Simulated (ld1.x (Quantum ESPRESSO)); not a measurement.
## Cutoff test, As (Z = 33), TM

| Property | Result |
| --- | --- |
| Element | arsenic |
| Generator | ld1.x (Quantum ESPRESSO) 7.5 |
| Type | norm-conserving Troullier–Martins (Kleinman–Bylander form) |
| Functional | LDA (PZ) |
| Relativity | scalar-relativistic |
| Frozen core | [Ar] 3d10 |
| Valence charge | 5 |
| Reference configuration | 4s2 4p3 |
| Partial waves | 4p (bound): rc 1.65 bohr; 4d channel at 0.45 Ry: rc 1.75 bohr; 4s (bound): rc 1.50 bohr |
| Local potential | the s channel |
| Core correction | none |

The pseudo-atom Hamiltonian at the reference potential is diagonalised in spherical Bessel functions j_l(qr) that vanish at 20 bohr, with q² up to the cutoff. All-electron valence levels (Ry): 4p -0.3930, 4s -1.0806.

Q: How do the lowest levels (Ry) of each channel move with the cutoff, and are there ghosts?

A:

```json
{"cutoff (Ry)": "8", "p #1": "-0.3783", "p #2": "0.0296", "d #1": "0.0619", "d #2": "0.1359", "s #1": "-0.9868", "s #2": "-0.0267", "f #1": "0.1139", "Σ f·Δε (mRy)": "231.9"}
{"cutoff (Ry)": "12", "p #1": "-0.3840", "p #2": "0.0293", "d #1": "0.0618", "d #2": "0.1358", "s #1": "-1.0535", "s #2": "-0.0318", "f #1": "0.1139", "Σ f·Δε (mRy)": "81.4"}
{"cutoff (Ry)": "18", "p #1": "-0.3914", "p #2": "0.0288", "d #1": "0.0617", "d #2": "0.1352", "s #1": "-1.0726", "s #2": "-0.0334", "f #1": "0.1139", "Σ f·Δε (mRy)": "20.8"}
{"cutoff (Ry)": "25", "p #1": "-0.3926", "p #2": "0.0287", "d #1": "0.0611", "d #2": "0.1322", "s #1": "-1.0731", "s #2": "-0.0335", "f #1": "0.1139", "Σ f·Δε (mRy)": "16.2"}
{"cutoff (Ry)": "30", "p #1": "-0.3927", "p #2": "0.0287", "d #1": "0.0375", "d #2": "0.0878", "s #1": "-1.0749", "s #2": "-0.0336", "f #1": "0.1139", "Σ f·Δε (mRy)": "12.5"}
{"cutoff (Ry)": "40", "p #1": "-0.3929", "p #2": "0.0287", "d #1": "-6.9686", "d #2": "0.0630", "s #1": "-1.0794", "s #2": "-0.0339", "f #1": "0.1139", "Σ f·Δε (mRy)": "3.1"}
{"cutoff (Ry)": "50", "p #1": "-0.3930", "p #2": "0.0287", "d #1": "-10.0200", "d #2": "0.0627", "s #1": "-1.0803", "s #2": "-0.0340", "f #1": "0.1139", "Σ f·Δε (mRy)": "0.7"}
{"cutoff (Ry)": "60", "p #1": "-0.3930", "p #2": "0.0287", "d #1": "-10.6062", "d #2": "0.0627", "s #1": "-1.0804", "s #2": "-0.0340", "f #1": "0.1139", "Σ f·Δε (mRy)": "0.6"}
{"cutoff (Ry)": "400", "p #1": "-0.3930", "p #2": "0.0287", "d #1": "-10.7867", "d #2": "0.0627", "s #1": "-1.0806", "s #2": "-0.0340", "f #1": "0.1139", "Σ f·Δε (mRy)": "0.0"}
```

Result: ghost state, extra bound levels that the all-electron valence spectrum of the same l lacks: d at -146.8 eV (a true bound ghost makes a file unfit for plane-wave use); 10 mRy is reached at 35 Ry and 1 mRy at 50 Ry.
